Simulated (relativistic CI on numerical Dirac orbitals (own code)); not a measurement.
## Co2+ in a cubic cluster: 1s photoemission with charge transfer

Computed with a charge-transfer multiplet model of a cubic metal-ligand cluster with up to 2 ligand holes, Slater and spin-orbit integrals from Dirac-Coulomb-Breit ions, Slater integrals scaled by 0.7. The ground state mixes d7 with configurations of k ligand holes L, whose averages lie at kΔ + k(k − 1)U_dd/2; a core hole lowers each added d electron by U_cd. 300 K, Lorentzian 1.1 eV and Gaussian 0.6 eV FWHM.

Atomic integrals in eV (Slater integrals scaled, ζ unscaled), ground: F2dd 8.079, F4dd 5.014, zeta_d 0.063; with the core hole: F2dd 9.305, F4dd 5.810, zeta_d 0.091, G2cd 0.052.

Cluster parameters (eV): U_dd = 7.4, U_cd = 8.8, 10Dq = 1.35, 10Dq(ligand) = 0.3, V(eg) = 2.5, V(t2g) = -1.12, final-state hopping factor = 1.

```tsv
Case	n_d	d7	d8L	d9L2	S
Δ = -1.5 eV	7.83	0.28	0.62	0.11	0.50
Δ = -0.5 eV	7.74	0.34	0.58	0.08	0.50
Δ = 1.5 eV	7.56	0.49	0.47	0.05	0.51
Δ = 2.5 eV	7.48	0.56	0.41	0.03	0.52
Δ = 3.5 eV	7.40	0.63	0.35	0.02	0.53
```

Weights, n_d and S are thermal averages at 300 K. Binding energies count from the first peak over 30 % of the highest in each spectrum, which can be another peak from case to case. The parameters are a model scan and need not match a compound or its usual spin state. Peaks in eV (height, largest 100):
- Δ = -1.5 eV: 0.0 (100), 9.5 (21), 18.4 (7)
- Δ = -0.5 eV: 0.0 (100), 9.3 (24), 17.2 (9)
- Δ = 1.5 eV: 0.0 (100), 9.2 (30), 15.2 (11)
- Δ = 2.5 eV: 0.0 (100), 9.1 (35), 14.4 (10)
- Δ = 3.5 eV: 0.0 (100), 9.1 (39), 14.0 (8)

Curve for Δ = -0.5 eV (points under 2 left out, the grid thinned):

(E (eV), Intensity): (-3.5, 2.9), (-3.1, 3.7), (-2.7, 4.8), (-2.3, 6.5), (-1.8, 10.3), (-1.4, 16.5), (-1.0, 29.2), (-0.6, 56.0), (-0.2, 92.0), (0.2, 94.5), (0.6, 59.5), (1.1, 26.6), (1.5, 15.4), (1.9, 9.9), (2.3, 6.9), (2.7, 5.1), (3.1, 4.0), (3.5, 3.3), (3.9, 2.8), (4.4, 2.4), (4.8, 2.2), (5.2, 2.1), (5.6, 2.1), (6.0, 2.2), (6.4, 2.5), (6.8, 3.2), (7.3, 5.0), (7.7, 7.9), (8.1, 11.4), (8.5, 14.9), (8.9, 19.8), (9.3, 23.5), (9.7, 20.6), (10.1, 13.8), (10.6, 7.2), (11.0, 4.4), (11.4, 3.0), (11.8, 2.2), (16.0, 2.3), (16.4, 3.8), (16.8, 6.4), (17.3, 8.5), (17.7, 6.2), (18.1, 3.4), (18.5, 2.0)

For the case Δ = 1.5 eV, Δ = 1.5 eV is smaller than U_dd = 7.4 eV, the charge-transfer side of the Zaanen-Sawatzky-Allen scheme. With the core hole the configuration with one ligand hole lies at Δ − U_cd = -10.3, -9.3, -7.3, -6.3, -5.3 eV from the one without, in the order of the table; where this is negative the screened configuration lies lower.

With at most 2 ligand holes the space is cut while the next configuration still counts, so covalency is underestimated, and a final configuration with one more ligand hole, which can lie low, is missing from the spectra.
